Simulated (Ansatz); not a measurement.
Geometry optimisation of C6H18FN3Sn (`C[N](C)[Sn]([F])([N](C)C)[N](C)C`).

```yaml
crystal:
  periodic: [false, false, false]
  atoms:
    - {symbol: C, position_ang: [-1.975748, 0.923839, 1.655684]}
    - {symbol: N, position_ang: [-0.572609, 0.641041, 1.899814]}
    - {symbol: C, position_ang: [-0.290814, 0.078215, 3.209500]}
    - {symbol: Sn, position_ang: [0.544654, -0.053155, 0.326654]}
    - {symbol: F, position_ang: [2.306166, -0.357200, 1.176236]}
    - {symbol: N, position_ang: [0.416046, 1.431326, -1.069474]}
    - {symbol: C, position_ang: [0.491418, 2.815905, -0.643626]}
    - {symbol: C, position_ang: [0.879506, 1.175897, -2.417575]}
    - {symbol: N, position_ang: [0.170858, -1.885250, -0.506568]}
    - {symbol: C, position_ang: [-0.937400, -2.057584, -1.419882]}
    - {symbol: C, position_ang: [1.249972, -2.841903, -0.649411]}
    - {symbol: H, position_ang: [-2.115687, 1.355314, 0.642451]}
    - {symbol: H, position_ang: [-2.645602, 0.029694, 1.746041]}
    - {symbol: H, position_ang: [-2.346468, 1.678513, 2.389444]}
    - {symbol: H, position_ang: [-0.862585, -0.859039, 3.432095]}
    - {symbol: H, position_ang: [0.790102, -0.148677, 3.302316]}
    - {symbol: H, position_ang: [-0.551313, 0.815518, 4.005267]}
    - {symbol: H, position_ang: [1.519389, 3.249061, -0.731339]}
    - {symbol: H, position_ang: [0.172674, 2.909183, 0.414269]}
    - {symbol: H, position_ang: [-0.184669, 3.454874, -1.260960]}
    - {symbol: H, position_ang: [0.836122, 0.091090, -2.646128]}
    - {symbol: H, position_ang: [0.234017, 1.699099, -3.163436]}
    - {symbol: H, position_ang: [1.929242, 1.518071, -2.600244]}
    - {symbol: H, position_ang: [-1.415461, -3.057200, -1.276690]}
    - {symbol: H, position_ang: [-0.647027, -1.993178, -2.501222]}
    - {symbol: H, position_ang: [-1.723825, -1.294101, -1.245279]}
    - {symbol: H, position_ang: [1.693410, -2.859217, -1.678348]}
    - {symbol: H, position_ang: [2.064967, -2.610585, 0.064597]}
    - {symbol: H, position_ang: [0.891066, -3.877352, -0.433687]}
basis:
  gaussian: {orbitals: def2-TZVP}
hamiltonian: {xc: pbe0, dispersion: d4}
relax: {f_tol: 0.005, max_steps: 150}
```

```sh
$ ansatz run in.yaml --threads 11 --pin off --events-out ev --progress --plain --max-ram 166912MiB --backend cuda --devices 0, --max-vram 75GiB
```

Shortened log:

```
Functional definition: PBE0
mean field -19523.93410340 eV, -717.4913445022 hartree, gradient 5.0e-5 eV, S^2 0.000000; 0 other end points of the search recorded, 0 dependent functions left out
relax step   1: F+E_penalty+E_count = -19524.62601899 eV  Δ(F+E_penalty+E_count) = +0.000e0 eV  max|allowed force component| = 8.194e-1 eV/Å  Δτ_max = 0.0000 Å  (33 SCF iters, accepted)
mean field -19524.09892289 eV, -717.4974015066 hartree, gradient 2.2e-5 eV, S^2 0.000000; 0 other end points of the search recorded, 0 dependent functions left out
relax step   2: F+E_penalty+E_count = -19524.80711307 eV  Δ(F+E_penalty+E_count) = -1.811e-1 eV  max|allowed force component| = 1.817e-1 eV/Å  Δτ_max = 0.0737 Å  (34 SCF iters, accepted)
mean field -19524.11525860 eV, -717.4980018330 hartree, gradient 1.5e-5 eV, S^2 0.000000; 0 other end points of the search recorded, 0 dependent functions left out
relax step   3: F+E_penalty+E_count = -19524.82158393 eV  Δ(F+E_penalty+E_count) = -1.447e-2 eV  max|allowed force component| = 2.902e-2 eV/Å  Δτ_max = 0.0379 Å  (33 SCF iters, accepted)
mean field -19524.11581879 eV, -717.4980224194 hartree, gradient 1.6e-5 eV, S^2 0.000000; 0 other end points of the search recorded, 0 dependent functions left out
relax step   4: F+E_penalty+E_count = -19524.82225389 eV  Δ(F+E_penalty+E_count) = -6.700e-4 eV  max|allowed force component| = 2.297e-2 eV/Å  Δτ_max = 0.0133 Å  (33 SCF iters, accepted)
mean field -19524.11603284 eV, -717.4980302856 hartree, gradient 1.5e-5 eV, S^2 0.000000; 0 other end points of the search recorded, 0 dependent functions left out
relax step   5: F+E_penalty+E_count = -19524.82270274 eV  Δ(F+E_penalty+E_count) = -4.488e-4 eV  max|allowed force component| = 1.236e-2 eV/Å  Δτ_max = 0.0237 Å  (33 SCF iters, accepted)
mean field -19524.11613039 eV, -717.4980338707 hartree, gradient 1.5e-5 eV, S^2 0.000000; 0 other end points of the search recorded, 0 dependent functions left out
relax step   6: F+E_penalty+E_count = -19524.82291796 eV  Δ(F+E_penalty+E_count) = -2.152e-4 eV  max|allowed force component| = 7.868e-3 eV/Å  Δτ_max = 0.0230 Å  (32 SCF iters, accepted)
mean field -19524.11617220 eV, -717.4980354071 hartree, gradient 1.5e-5 eV, S^2 0.000000; 0 other end points of the search recorded, 0 dependent functions left out
relax step   7: F+E_penalty+E_count = -19524.82308307 eV  Δ(F+E_penalty+E_count) = -1.651e-4 eV  max|allowed force component| = 9.623e-3 eV/Å  Δτ_max = 0.0289 Å  (33 SCF iters, accepted)
mean field -19524.11638563 eV, -717.4980432506 hartree, gradient 1.5e-5 eV, S^2 0.000000; 0 other end points of the search recorded, 0 dependent functions left out
relax step   8: F+E_penalty+E_count = -19524.82319319 eV  Δ(F+E_penalty+E_count) = -1.101e-4 eV  max|allowed force component| = 8.232e-3 eV/Å  Δτ_max = 0.0226 Å  (33 SCF iters, accepted)
mean field -19524.11666230 eV, -717.4980534180 hartree, gradient 1.5e-5 eV, S^2 0.000000; 0 other end points of the search recorded, 0 dependent functions left out
relax step   9: F+E_penalty+E_count = -19524.82332781 eV  Δ(F+E_penalty+E_count) = -1.346e-4 eV  max|allowed force component| = 6.647e-3 eV/Å  Δτ_max = 0.0337 Å  (33 SCF iters, accepted)
mean field -19524.11708494 eV, -717.4980689495 hartree, gradient 1.5e-5 eV, S^2 0.000000; 0 other end points of the search recorded, 0 dependent functions left out
relax step  10: F+E_penalty+E_count = -19524.82346343 eV  Δ(F+E_penalty+E_count) = -1.356e-4 eV  max|allowed force component| = 1.650e-2 eV/Å  Δτ_max = 0.0536 Å  (32 SCF iters, accepted)
mean field -19524.11719597 eV, -717.4980730298 hartree, gradient 1.5e-5 eV, S^2 0.000000; 0 other end points of the search recorded, 0 dependent functions left out
relax step  11: F+E_penalty+E_count = -19524.82361272 eV  Δ(F+E_penalty+E_count) = -1.493e-4 eV  max|allowed force component| = 2.491e-2 eV/Å  Δτ_max = 0.0366 Å  (33 SCF iters, accepted)
mean field -19524.11739650 eV, -717.4980803994 hartree, gradient 1.5e-5 eV, S^2 0.000000; 0 other end points of the search recorded, 0 dependent functions left out
relax step  12: F+E_penalty+E_count = -19524.82386466 eV  Δ(F+E_penalty+E_count) = -2.519e-4 eV  max|allowed force component| = 5.431e-2 eV/Å  Δτ_max = 0.0659 Å  (32 SCF iters, accepted)
mean field -19524.11750229 eV, -717.4980842870 hartree, gradient 1.5e-5 eV, S^2 0.000000; 0 other end points of the search recorded, 0 dependent functions left out
relax step  13: F+E_penalty+E_count = -19524.82414030 eV  Δ(F+E_penalty+E_count) = -2.756e-4 eV  max|allowed force component| = 5.179e-2 eV/Å  Δτ_max = 0.0245 Å  (33 SCF iters, accepted)
mean field -19524.11768743 eV, -717.4980910908 hartree, gradient 1.6e-5 eV, S^2 0.000000; 0 other end points of the search recorded, 0 dependent functions left out
relax step  14: F+E_penalty+E_count = -19524.82480336 eV  Δ(F+E_penalty+E_count) = -6.631e-4 eV  max|allowed force component| = 6.874e-2 eV/Å  Δτ_max = 0.1112 Å  (32 SCF iters, accepted)
mean field -19524.11774457 eV, -717.4980931907 hartree, gradient 1.5e-5 eV, S^2 0.000000; 0 other end points of the search recorded, 0 dependent functions left out
relax step  15: F+E_penalty+E_count = -19524.82512403 eV  Δ(F+E_penalty+E_count) = -3.207e-4 eV  max|allowed force component| = 6.388e-2 eV/Å  Δτ_max = 0.0368 Å  (33 SCF iters, accepted)
mean field -19524.11810061 eV, -717.4981062747 hartree, gradient 1.5e-5 eV, S^2 0.000000; 0 other end points of the search recorded, 0 dependent functions left out
relax step  16: F+E_penalty+E_count = -19524.82560306 eV  Δ(F+E_penalty+E_count) = -4.790e-4 eV  max|allowed force component| = 5.351e-2 eV/Å  Δτ_max = 0.0413 Å  (33 SCF iters, accepted)
mean field -19524.11888162 eV, -717.4981349766 hartree, gradient 1.5e-5 eV, S^2 0.000000; 0 other end points of the search recorded, 0 dependent functions left out
relax step  17: F+E_penalty+E_count = -19524.82630037 eV  Δ(F+E_penalty+E_count) = -6.973e-4 eV  max|allowed force component| = 4.280e-2 eV/Å  Δτ_max = 0.1046 Å  (32 SCF iters, accepted)
mean field -19524.11884161 eV, -717.4981335059 hartree, gradient 1.5e-5 eV, S^2 0.000000; 0 other end points of the search recorded, 0 dependent functions left out
relax step  18: F+E_penalty+E_count = -19524.82663512 eV  Δ(F+E_penalty+E_count) = -3.348e-4 eV  max|allowed force component| = 6.808e-2 eV/Å  Δτ_max = 0.0661 Å  (32 SCF iters, accepted)
mean field -19524.11900726 eV, -717.4981395935 hartree, gradient 1.5e-5 eV, S^2 0.000000; 0 other end points of the search recorded, 0 dependent functions left out
relax step  19: F+E_penalty+E_count = -19524.82689579 eV  Δ(F+E_penalty+E_count) = -2.607e-4 eV  max|allowed force component| = 4.379e-2 eV/Å  Δτ_max = 0.0478 Å  (33 SCF iters, accepted)
mean field -19524.11915122 eV, -717.4981448839 hartree, gradient 1.5e-5 eV, S^2 0.000000; 0 other end points of the search recorded, 0 dependent functions left out
relax step  20: F+E_penalty+E_count = -19524.82708518 eV  Δ(F+E_penalty+E_count) = -1.894e-4 eV  max|allowed force component| = 2.115e-2 eV/Å  Δτ_max = 0.0284 Å  (32 SCF iters, accepted)
mean field -19524.11927048 eV, -717.4981492668 hartree, gradient 1.5e-5 eV, S^2 0.000000; 0 other end points of the search recorded, 0 dependent functions left out
relax step  21: F+E_penalty+E_count = -19524.82727424 eV  Δ(F+E_penalty+E_count) = -1.891e-4 eV  max|allowed force component| = 1.760e-2 eV/Å  Δτ_max = 0.0435 Å  (33 SCF iters, accepted)
mean field -19524.11944413 eV, -717.4981556481 hartree, gradient 1.5e-5 eV, S^2 0.000000; 0 other end points of the search recorded, 0 dependent functions left out
relax step  22: F+E_penalty+E_count = -19524.82736368 eV  Δ(F+E_penalty+E_count) = -8.945e-5 eV  max|allowed force component| = 1.088e-2 eV/Å  Δτ_max = 0.0397 Å  (33 SCF iters, accepted)
mean field -19524.11948823 eV, -717.4981572691 hartree, gradient 1.5e-5 eV, S^2 0.000000; 0 other end points of the search recorded, 0 dependent functions left out
relax step  23: F+E_penalty+E_count = -19524.82739645 eV  Δ(F+E_penalty+E_count) = -3.277e-5 eV  max|allowed force component| = 6.635e-3 eV/Å  Δτ_max = 0.0140 Å  (33 SCF iters, accepted)
mean field -19524.11959760 eV, -717.4981612884 hartree, gradient 1.5e-5 eV, S^2 0.000000; 0 other end points of the search recorded, 0 dependent functions left out
relax step  24: F+E_penalty+E_count = -19524.82741081 eV  Δ(F+E_penalty+E_count) = -1.437e-5 eV  max|allowed force component| = 3.944e-3 eV/Å  Δτ_max = 0.0099 Å  (33 SCF iters, accepted)
mean field -19524.11959760 eV, -717.4981612884 hartree, gradient 1.5e-5 eV, S^2 0.000000; 1 other end points of the search recorded, 0 dependent functions left out
Total energy: -19524.82746531 eV, -717.5241749466 hartree
Atom 0 at    -1.960787     1.057239     1.553687 Å, force    -0.000615     0.000341    -0.000255 eV/Å
Atom 1 at    -0.638680     0.561010     1.846188 Å, force     0.000741    -0.000330    -0.000218 eV/Å
Atom 2 at    -0.527846    -0.073434     3.137803 Å, force     0.000111    -0.000436    -0.000396 eV/Å
Atom 3 at     0.548373    -0.038567     0.359576 Å, force    -0.000785     0.000299     0.001128 eV/Å
Atom 4 at     2.285152    -0.208761     1.185686 Å, force    -0.000007     0.000046    -0.000231 eV/Å
Atom 5 at     0.474765     1.395811    -1.030040 Å, force     0.000032     0.000655     0.001874 eV/Å
Atom 6 at     0.638452     2.780235    -0.658033 Å, force    -0.000090    -0.000403    -0.000190 eV/Å
Atom 7 at     0.883817     1.105099    -2.381571 Å, force     0.000113    -0.000279    -0.001008 eV/Å
Atom 8 at     0.272235    -1.877568    -0.384308 Å, force     0.001432     0.001800     0.001102 eV/Å
Atom 9 at    -0.992636    -2.200336    -0.994869 Å, force    -0.002924     0.000084    -0.000459 eV/Å
Atom 10 at     1.386710    -2.615682    -0.926210 Å, force     0.003944     0.000088     0.000898 eV/Å
Atom 11 at    -1.991364     1.517515     0.562915 Å, force     0.000008    -0.000128     0.000346 eV/Å
Atom 12 at    -2.734517     0.272953     1.587981 Å, force     0.000385     0.000306    -0.000083 eV/Å
Atom 13 at    -2.247469     1.825738     2.284473 Å, force    -0.000113     0.000094     0.000026 eV/Å
Atom 14 at    -1.196303    -0.941501     3.250379 Å, force     0.000198     0.000325    -0.000242 eV/Å
Atom 15 at     0.496557    -0.406540     3.316364 Å, force    -0.000220     0.000047    -0.000125 eV/Å
Atom 16 at    -0.783710     0.642475     3.930251 Å, force    -0.000023     0.000048    -0.000023 eV/Å
Atom 17 at     1.679468     3.125666    -0.748901 Å, force    -0.000152    -0.000170    -0.000101 eV/Å
Atom 18 at     0.321197     2.941933     0.374799 Å, force     0.000029    -0.000028     0.000032 eV/Å
Atom 19 at     0.021383     3.423020    -1.300915 Å, force     0.000157    -0.000114     0.000277 eV/Å
Atom 20 at     0.740612     0.045665    -2.609428 Å, force     0.000013     0.000170    -0.000095 eV/Å
Atom 21 at     0.278240     1.679458    -3.095911 Å, force     0.000010    -0.000192    -0.000141 eV/Å
Atom 22 at     1.939471     1.351698    -2.573604 Å, force    -0.000183     0.000020    -0.000267 eV/Å
Atom 23 at    -1.213185    -3.268788    -0.866735 Å, force    -0.000477    -0.000221    -0.000353 eV/Å
Atom 24 at    -1.025289    -1.988730    -2.076390 Å, force    -0.000168    -0.000271    -0.000059 eV/Å
Atom 25 at    -1.808101    -1.644385    -0.523184 Å, force    -0.000919    -0.000278    -0.000481 eV/Å
Atom 26 at     1.526640    -2.458300    -2.008437 Å, force    -0.000155    -0.000296    -0.000040 eV/Å
Atom 27 at     2.312529    -2.338143    -0.418904 Å, force    -0.000539    -0.000894    -0.000804 eV/Å
Atom 28 at     1.234687    -3.692582    -0.772164 Å, force     0.000198    -0.000283    -0.000111 eV/Å
Dipole moment:    -0.455015     0.027642    -0.297267 e Å
```

Run time 38 s (11 threads of an AMD EPYC 7R13 on a shared host and a whole NVIDIA H100 80 GB); peak host memory 1.3 GiB.
